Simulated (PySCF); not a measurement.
InAs: from constants to spectrum

UHF-CCSD(T) constants of InAs, ³Σ⁻ (triplet), unpaired electrons π ↑↑ (PySCF, scalar-relativistic core potentials, basis sets In def2-TZVPPD with ECP28, As def2-TZVPPD; masses 114.9039 and 74.9216 u):

| Property | Result |
| --- | --- |
| ωe | 180.7 cm⁻¹ |
| ωexe | 0.482 cm⁻¹ |
| Be | 0.049819 cm⁻¹ |
| αe | 0.000188 cm⁻¹ |
| D (centrifugal) | 1.51e-08 cm⁻¹ |
| De to In + As | 1.69 eV |

Question: Give the vibrational terms G(v) and spacings up to v = 3.

Answer: G(v) = ωe(v+½) − ωexe(v+½)².

```
v  G(v) (cm⁻¹)  G(v) − G(v−1)  Bv (cm⁻¹)
0           90                   0.04973
1          270            180    0.04954
2          449            179    0.04935
3          627            178    0.04916
```

Question: How well does the Morse estimate ωe²/(4ωexe) reproduce De, and what is D0?

Answer: It gives 2.10 eV, 124 % of the computed De. D0 = De − G(0) = 1.69 − 0.01 = 1.68 eV.

Correlated steps freeze 13 core orbitals. Spin–orbit coupling is left out, which matters for elements this heavy, above all for dissociation energies. The state was picked by a PBE0 search and need not be the measured ground state.
